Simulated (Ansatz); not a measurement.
`N=C=C[SiH2][GeH3]` + H₂ → `[SiH3][GeH3]` + `C=C=N`  (hydrogenolysis of the Si–C bond)

Gas-phase electronic energies from Ansatz, PBE0-D4/def2-TZVP geometries. CCSD(T)/CBS adds triple-zeta CCSD(T) − MP2 to the extrapolated MP2 energy (def2 sets, frozen cores). This one scheme is used for every species. DFT in def2-TZVPP. For Ge outer-core shells are correlated without core-valence functions, which leaves a few kJ/mol of doubt a bond. Scalar relativity is left out up to krypton. Each species was taken in one conformer, which may not be the lowest.

| level | ΔE (kcal/mol) |
| --- | --- |
| PBE0-D4 | 0.4 |
| ωB97M-V | -0.2 |
| B2PLYP | -0.8 |
| PBE | -0.6 |
| r2SCAN | 0.8 |
| PBE0 | -1.2 |
| CCSD/def2-TZVPP | -1.5 |
| SCS-MP2/def2-QZVPP | 1.0 |

What does CCSD(T)/CBS give? (Best estimate.)

Ansatz gave: +0.6 kcal/mol. The listed levels differ from it by -0.2, -0.8, -1.4, -1.2, 0.2, -1.8, -2.1, 0.4 kcal/mol.

Largest T1 diagnostic among the species: 0.015.

In def2-TZVPP, CCSD(T) changes the Hartree–Fock value by +5.6 kcal/mol (the triples alone add +1.4 kcal/mol) and MP2 by +8.4 kcal/mol. The D4 term adds +2.7 kcal/mol with B3LYP and +1.5 kcal/mol with PBE0; it sums over pairs of atoms, weighted by their polarisabilities, and B3LYP, whose exchange is more repulsive, gets the larger term.

B3LYP here is the variant with VWN-RPA as its local correlation; programs differ in this.
